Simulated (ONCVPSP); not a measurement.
## Cutoff test, tungsten (W), ONCV

tungsten, optimised norm-conserving Vanderbilt (ONCV), made with ONCVPSP 4.0.1 (PBE, scalar-relativistic). Core [Kr] 4d10 4f14, reference 5s2 5p6 5d3 (charge +3). Waves: 5s: rc 1.50 bohr, ncon 3, nbas 6, qcut 6.9 1/bohr, 3 projectors, debl 3.5 Ha; 5p: rc 1.70 bohr, ncon 4, nbas 8, qcut 7.5 1/bohr, 2 projectors, debl 0.25 Ha; 5d: rc 1.60 bohr, ncon 4, nbas 7, qcut 5.2 1/bohr, 2 projectors, debl 0.5 Ha. Local part: polynomial inside 1.40 bohr (lpopt 5, dvloc0 0 Ha). Core correction: none.

In the s channel the program set the typed energies aside and used -3.968, 0.250, 3.750 Ha. In the p channel the program set the typed energies aside and used -2.640, 0.250 Ha. In the d channel the program set the typed energies aside and used -1.143, 0.250 Ha.

Problem. For each optimised wave give the share of its norm inside rc, the residual kinetic energy above qcut (Ha) and the cutoffs (Ha) for errors of 10, 1, 0.1 and 0.01 mHa per electron.

Solution.

| wave | norm inside rc | residual KE | 10 mHa | 1 mHa | 0.1 mHa | 0.01 mHa |
| --- | --- | --- | --- | --- | --- | --- |
| 5s | 0.890 | 8.1e-05 | 15.6 | 19.6 | 23.8 | 64.4 |
| s projector 2 | 0.024 | 4.8e-05 | 12.1 | 18.2 | 22.5 | 40.5 |
| s projector 3 | 0.033 | 3.4e-04 | 16.2 | 21.6 | 31.3 | 57.0 |
| 5p | 0.866 | 6.8e-06 | 8.7 | 18.9 | 23.7 | 27.6 |
| p projector 2 | 0.038 | 9.2e-06 | 7.4 | 16.4 | 23.3 | 28.0 |
| 5d | 0.465 | 1.8e-03 | 11.0 | 14.4 | 28.1 | 56.3 |
| d projector 2 | 0.059 | 8.4e-04 | 9.6 | 13.2 | 16.9 | 29.6 |

The occupied waves need 20 Ha and 28 Ha for 1 and 0.1 mHa.
